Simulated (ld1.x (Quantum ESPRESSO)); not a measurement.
**Logarithmic derivatives: B (Z = 5), TM**

```json
{"Element": "boron", "Generator": "ld1.x (Quantum ESPRESSO) 7.5", "Type": "norm-conserving Troullier–Martins (Kleinman–Bylander form)", "Functional": "PBEsol", "Relativity": "non-relativistic", "Frozen core": "[He]", "Valence charge": "3", "Reference configuration": "2s2 2p1", "Partial waves": "2p (bound): rc 3.90 bohr; 2s (bound): rc 1.55 bohr", "Local potential": "the s channel", "Core correction": "a·sin(br)/r model core inside 1.15 bohr"}
```

The phase is arctan(r·u′/u) with u = r·R(r), unwrapped; energies in Ry, scanned from -3 to 5 Ry. A pole is an energy at which the radial function vanishes at the test radius. The pseudo phase is shifted by a multiple of π to meet the all-electron one at the reference energy, and phase errors are pseudo minus all-electron; the curves can meet again beyond the range given. Levels narrower than the energy grid can be missing from the lists of poles.

Problem. For each channel, where are the poles, and over which energies does the pseudopotential scatter like the atom?

Solution.

```csv
channel,radius (bohr),reference energy (Ry),"poles, all-electron","poles, pseudo",unbroken range about the reference energy with phases within 0.05 rad,phase error 1 Ry above the reference energy (rad)
s,4.25,-0.69,"-0.64, 1.39, 4.59","-0.64, 1.38, 4.45",below 2.5,-0.011
p,4.25,-0.26,"-0.17, 1.54, 4.41","-0.17, 1.83",below 0.3,+0.315
```

Phases in the p channel:

```json
{"E (Ry)": "-3.00", "all-electron": "1.433", "pseudo": "1.433"}
{"E (Ry)": "-2.52", "all-electron": "1.420", "pseudo": "1.420"}
{"E (Ry)": "-2.04", "all-electron": "1.402", "pseudo": "1.402"}
{"E (Ry)": "-1.56", "all-electron": "1.376", "pseudo": "1.376"}
{"E (Ry)": "-1.08", "all-electron": "1.330", "pseudo": "1.331"}
{"E (Ry)": "-0.60", "all-electron": "1.201", "pseudo": "1.203"}
{"E (Ry)": "-0.12", "all-electron": "-1.665", "pseudo": "-1.661"}
{"E (Ry)": "0.36", "all-electron": "-2.197", "pseudo": "-2.130"}
{"E (Ry)": "0.84", "all-electron": "-4.272", "pseudo": "-4.072"}
{"E (Ry)": "1.32", "all-electron": "-4.647", "pseudo": "-4.580"}
{"E (Ry)": "1.80", "all-electron": "-4.774", "pseudo": "-4.706"}
{"E (Ry)": "2.28", "all-electron": "-4.920", "pseudo": "-4.787"}
{"E (Ry)": "2.76", "all-electron": "-5.773", "pseudo": "-4.887"}
{"E (Ry)": "3.24", "all-electron": "-7.584", "pseudo": "-5.182"}
{"E (Ry)": "3.72", "all-electron": "-7.762", "pseudo": "-7.176"}
{"E (Ry)": "4.20", "all-electron": "-7.832", "pseudo": "-7.662"}
{"E (Ry)": "4.68", "all-electron": "-7.880", "pseudo": "-7.769"}
```
